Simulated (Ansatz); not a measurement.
GeMe4 (C₄H₁₂Ge), relaxed as a singlet with RKS PBE-D4/def2-SVP in Ansatz, starting from the GFN2-xTB geometry. Force threshold 0.02 eV/Å.

Start:

```csv
atom,x (Å),y (Å),z (Å)
Ge1,0.001,0.002,0.001
C2,-0.477,0.594,-1.834
H3,-1.026,-0.182,-2.360
H4,0.414,0.825,-2.411
H5,-1.098,1.484,-1.803
C6,1.021,1.440,0.917
H7,1.286,1.145,1.927
H8,0.434,2.352,0.975
H9,1.938,1.665,0.380
C10,1.115,-1.641,-0.102
H11,1.398,-1.979,0.891
H12,2.024,-1.459,-0.667
H13,0.571,-2.445,-0.588
C14,-1.659,-0.392,1.021
H15,-2.236,-1.171,0.530
H16,-2.284,0.492,1.099
H17,-1.424,-0.729,2.026
```

Problem. Estimate the energy that the relaxation releases and the steps that it takes.

Solution. 10.5 kJ/mol, in 4 steps; 8.6 s on 2 threads of AMD EPYC 7R13 on a shared host. No frequencies were taken in this run, so the end may be a saddle point.

Problem. Does the start keep its bonding and symmetry?

Solution. By distances, no bond broke or formed. The bond that changes most is C6–H7, from 1.09 to 1.11 Å (atoms count from 1). Point group Td at the start, Td at the end, both within 0.05 Å.

Problem. Predict the relaxed structure.

Solution. 
```xyz
17

Ge    0.000    0.000    0.000
C    -0.473    0.589   -1.823
H    -1.040   -0.201   -2.355
H     0.439    0.816   -2.410
H    -1.101    1.502   -1.789
C     1.012    1.428    0.910
H     1.286    1.120    1.939
H     0.409    2.356    0.976
H     1.945    1.660    0.358
C     1.109   -1.629   -0.102
H     1.390   -1.976    0.913
H     2.039   -1.435   -0.672
H     0.557   -2.447   -0.607
C    -1.647   -0.388    1.015
H    -2.234   -1.187    0.518
H    -2.285    0.516    1.087
H    -1.404   -0.724    2.043
```
Bond lengths: 4 × C–Ge 1.97 Å; 12 × C–H 1.11 Å.
